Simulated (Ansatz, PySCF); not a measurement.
Here is a job for Ansatz (an electronic-structure program).
Ansatz 0.2 input:
```yaml
crystal:
  periodic: [false, false, false]
  atoms:
    - {symbol: Cl, position_ang: [-0.00000000, -0.00000000, -0.07094563]}
    - {symbol: H, position_ang: [0.00000000, 0.00000000, 1.20607566]}
basis:
  gaussian:
    orbitals: def2-SVP
magnetization: {spin_polarized: false}
correlation: {method: ccsd_t, electrons: outside_noble_gas}
accuracy: high
```

**Question.** Write the same job for PySCF.

**Answer.** One answer among several that fit: 
```python
from pyscf import gto, scf, cc

mol = gto.M(
    atom='''
Cl   -0.00000000   -0.00000000   -0.07094563
H     0.00000000    0.00000000    1.20607566
''',
    basis='def2-svp',
    verbose=4,
)

mf = scf.RHF(mol)
mf.kernel()

mycc = cc.CCSD(mf, frozen=5)
mycc.kernel()
et = mycc.ccsd_t()
print('E(CCSD(T)) = %.10f' % (mycc.e_tot + et))
```

Both were run: Ansatz gave -460.102171 Eh and PySCF -460.102171 Eh, 0.000 mEh apart.
